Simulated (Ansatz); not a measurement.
Two members of one family (BN nanocrystals, H-capped) that differ in charge, which shifts all levels, computed with Ansatz in the gas phase. The two geometries come from different levels. A negative affinity means that the extra electron isn't bound at that geometry and level; within about 0.2 eV of zero the sign isn't settled. Sets without diffuse functions give affinities that are too small. A dash marks a value that wasn't run or was left out as unsound. The structures are stationary points that may keep the symmetry of their start. Remarks come from the PBE and PBE0 runs and from stability tests at other levels; not every state was tested. A HOMO above zero means that the electron is unbound at that level and held by the basis, or that self-interaction error raises the level; the energy of removing that electron tells which. HOMO above LUMO (over both spins in singlets and doublets, within one spin in higher multiplets; at PBE or PBE0), or a gap under 0.15 eV within one spin, warns that the state may not be the lowest or that an electron is smeared out.

First: B9N10H28⁺, cut from zinc blende, rod (singlet, charge 1, r2SCAN-D4/def2-SVP geometry).

```xyz
47

N     1.471   -1.348   -1.911
N     1.516   -3.126   -0.140
N    -0.662   -2.417   -1.165
N    -0.182    0.017   -0.496
N    -0.139   -1.758    1.267
N    -1.982    3.175   -1.120
N    -1.918    1.434    0.752
N     1.991   -0.691    0.522
N     0.309    0.677    1.853
N     0.213    2.500    0.005
B     0.841   -2.727   -1.497
B     1.351   -0.194   -0.795
B    -0.422    3.043   -1.357
B     1.380   -2.023    1.051
B    -0.880   -1.311   -0.015
B    -0.384    1.163    0.569
B    -0.361   -0.650    2.422
B    -2.718    1.893   -0.554
B     1.873    0.468    1.640
H     2.461   -1.467   -2.151
H     1.065   -1.014   -2.792
H     2.509   -3.337   -0.281
H     1.145   -4.020    0.196
H    -1.169   -2.133   -2.010
H    -1.150   -3.275   -0.888
H    -0.656    0.377   -1.335
H    -0.587   -2.583    1.673
H    -2.401    3.376   -2.031
H    -2.205    4.008   -0.566
H    -2.346    0.568    1.101
H    -2.074    2.097    1.517
H     3.005   -0.785    0.418
H     0.230    1.364    2.609
H     1.218    2.352   -0.146
H     0.191    3.231    0.725
H     0.965   -3.574   -2.358
H     1.890    0.796   -1.250
H    -0.241    2.198   -2.226
H     0.073    4.119   -1.633
H     1.944   -2.464    2.029
H    -2.081   -1.192    0.139
H    -1.571   -0.502    2.574
H     0.190   -1.001    3.444
H    -2.627    1.002   -1.390
H    -3.869    2.146   -0.253
H     2.395    1.483    1.186
H     2.398    0.104    2.671
```

```csv
level,HOMO (eV),LUMO (eV),gap (eV),vertical EA (eV)
PBE-D4/def2-SVP,-8.99,-3.98,5.00,–
PBE-D4/def2-TZVP,-9.13,-4.44,4.69,2.84
r2SCAN-D4/def2-TZVP,-9.41,-3.82,5.59,–
PBE0-D4/def2-SVP,-10.34,-3.06,7.28,–
PBE0-D4/def2-TZVP,-10.44,-3.60,6.84,2.51
```

Remarks: gap within one spin near zero at PBE or PBE0 (neutral doublet).

Second: B12N12H32, cut from zinc blende (singlet, charge 0, PBE-D4/def2-SVP geometry).

```xyz
56

N    -1.875    1.444    1.923
N    -1.412    1.581   -2.386
N     1.455    1.176   -1.975
N     0.627    1.067    2.346
N     2.235    0.943    0.432
N    -0.233    1.364   -0.041
N    -1.897   -0.529    0.386
N    -0.292   -0.687   -1.620
N     0.588   -0.966    0.799
N    -1.083   -0.806    2.734
N     2.229   -1.018   -1.184
N     0.239   -3.107   -0.694
B    -1.295    2.168   -0.906
B    -0.388    1.848    1.452
B    -2.174   -0.094    1.860
B     1.229    1.729   -0.477
B    -1.397   -0.018   -2.551
B     1.132   -0.377   -2.150
B     2.119    1.447    1.940
B     0.432   -0.481    2.291
B     2.054   -0.613    0.367
B    -0.429   -0.201   -0.136
B    -0.613   -2.242   -1.749
B     0.363   -2.538    0.792
H    -2.082    1.846    2.846
H    -2.497    1.935    1.254
H    -2.338    1.871   -2.729
H    -0.776    2.050   -3.045
H     2.432    1.365   -2.246
H     0.925    1.742   -2.646
H     0.554    1.393    3.318
H     3.202    1.193    0.183
H    -2.551   -0.091   -0.284
H    -2.040   -1.543    0.239
H    -1.210   -0.629    3.739
H    -1.170   -1.831    2.614
H     3.172   -0.737   -1.487
H     2.256   -2.038   -1.283
H     1.146   -3.406   -1.076
H    -0.272   -3.995   -0.612
H    -1.012    3.362   -0.951
H    -2.452    2.026   -0.458
H    -0.272    3.061    1.573
H    -3.317   -0.363    2.231
H     1.450    2.934   -0.471
H    -1.202   -0.291   -3.735
H    -2.530   -0.371   -2.198
H     1.318   -0.730   -3.311
H     2.274    2.667    1.990
H     2.919    0.837    2.650
H     1.182   -1.068    3.063
H     2.907   -1.202    1.021
H    -1.792   -2.466   -1.443
H    -0.371   -2.651   -2.883
H    -0.737   -2.844    1.300
H     1.269   -3.115    1.387
```

**Question.** Estimate the same table for the second.

**Answer.** 
```tsv
level	HOMO (eV)	LUMO (eV)	gap (eV)	vertical EA (eV)
PBE-D4/def2-SVP	-5.52	-0.52	5.00	–
PBE-D4/def2-TZVP	-5.72	-1.06	4.66	-0.34
r2SCAN-D4/def2-TZVP	-5.99	-0.48	5.51	–
PBE0-D4/def2-SVP	-6.88	0.43	7.31	–
PBE0-D4/def2-TZVP	-7.03	-0.22	6.80	-0.73
```

Remarks: HOMO above zero (-1 doublet), gap within one spin near zero at PBE or PBE0 (-1 doublet).
